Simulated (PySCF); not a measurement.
Species: C9H16.
Geometry (PBE0-D3(BJ)/def2-SVP, Å), atoms numbered from 1 in this order:
```
atom  x, y, z in Å
C1     2.522   -0.068   -0.372
C2     1.664   -1.322   -0.505
C3     0.639   -1.415    0.622
C4    -0.240   -0.162    0.725
C5    -1.239   -0.072   -0.411
C6    -2.528   -0.834   -0.333
C7    -2.530    0.664   -0.215
C8     0.634    1.094    0.828
C9     1.661    1.189   -0.297
H10    3.129   -0.143    0.550
H11    3.237    0.002   -1.207
H12    2.299   -2.223   -0.511
H13    1.147   -1.310   -1.481
H14    1.175   -1.549    1.578
H15    0.001   -2.305    0.492
H16   -0.832   -0.240    1.655
H17   -0.801    0.006   -1.412
H18   -2.929   -1.287   -1.243
H19   -2.716   -1.416    0.575
H20   -2.932    1.252   -1.044
H21   -2.720    1.097    0.772
H22   -0.006    1.991    0.844
H23    1.169    1.073    1.795
H24    1.144    1.335   -1.262
H25    2.293    2.081   -0.156
```

Theory: PySCF, PBE0-D3(BJ)/def2-SVP geometry optimisation, gas phase.

Masses are those of the commonest isotopes; rigid-rotor values at the optimised geometry. The values belong to one conformer with, in the numbering `[CH2:1]1[CH2:2][CH2:3][CH:4]([CH:5]2[CH2:6][CH2:7]2)[CH2:8][CH2:9]1`, C3–C4–C5–C6 82°, C9–C1–C2–C3 -55°, C1–C2–C3–C4 55°, C2–C3–C4–C5 72°, C4–C5–C6–C7 109°.

**Question.** Give the principal moments of inertia and the rotational constants in MHz.

**Answer.** Ia = 171.20, Ib = 443.52, Ic = 516.19 u·Å²; 505379 MHz·u·Å²/I gives A = 2952, B = 1139, C = 979.1 MHz.

**Question.** What kind of rotor is it?

**Answer.** An asymmetric top; Ray's κ = -0.837.

**Question.** What does the inertial defect say?

**Answer.** Not planar: Δ = Ic − Ia − Ib = -98.54 u·Å². For a rigid frame Δ = −2 Σ m c², so Σ m c² = 49.27 u·Å² lies off the ab plane: 20.89 from hydrogen and 28.38 from heavier atoms. The atom farthest from that plane is 1.68 Å away.

**Question.** Give the other two planar moments, Paa and Pbb, and the rms extents of the mass along the axes.

**Answer.** Paa = Σ m a² = (Ib + Ic − Ia)/2 = 394.26 and Pbb = Σ m b² = (Ia + Ic − Ib)/2 = 121.93 u·Å². With the mass M = 124.13 u, the rms extents √(P/M) along a, b and c are 1.78, 0.99, 0.63 Å.

**Question.** Where do the levels up to J = 2 lie, in K?

**Answer.** Above 0(0,0), as E/k:
J = 1: 1(0,1) 0.102, 1(1,1) 0.189, 1(1,0) 0.196
J = 2: 2(0,2) 0.305, 2(1,2) 0.384, 2(1,1) 0.407, 2(2,1) 0.668, 2(2,0) 0.669

The dipole components are |μa| = 0.09 D, |μb| = 0.00 D, |μc| = 0.04 D.

No PBE0-D3(BJ)/def2-SVP frequencies stand behind this structure, so it isn't proved a minimum. No vibrational averaging or centrifugal distortion is included, and the geometry carries the error of its method.
